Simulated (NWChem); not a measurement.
Molecule: SiNH2Cl, singlet; SMILES N[Si]Cl

```xyz
5

Si     0.7198     0.6010     0.0000
Cl    -0.1500    -1.3309     0.0000
N     -0.7329     1.5088     0.0000
H     -1.6745     1.1241     0.0000
H     -0.7227     2.5246     0.0000
```
Atoms are numbered in this order, from 1.

All runs: NWChem. Low-valent species are run as closed-shell singlets; no triplet was tried in these runs. Coordinates come from a PBE0/def2-SVP optimisation. Vertical excitations in the gas phase; the lowest state need not have the same character in each row.

```json
[
 {"level": "PBE/def2-SVPD, TDA", "lowest excitation, singlet (eV)": "…", "oscillator strength of that lowest state": "…", "orbital gap (eV)": "…"},
 {"level": "B3LYP/def2-SVPD, TDA", "lowest excitation, singlet (eV)": "4.80", "oscillator strength of that lowest state": "0.072", "orbital gap (eV)": "5.22"},
 {"level": "BHandHLYP/def2-SVPD, TDA", "lowest excitation, singlet (eV)": "4.96", "oscillator strength of that lowest state": "0.095", "orbital gap (eV)": "7.50"},
 {"level": "LRC-wPBEh/def2-SVPD, TDA", "lowest excitation, singlet (eV)": "4.83", "oscillator strength of that lowest state": "0.085", "orbital gap (eV)": "9.08"}
]
```

Some entries are withheld; supply them.


- PBE/def2-SVPD, TDA, lowest excitation, singlet (eV): 4.63
- PBE/def2-SVPD, TDA, oscillator strength of that lowest state: 0.055
- PBE/def2-SVPD, TDA, orbital gap (eV): 3.68
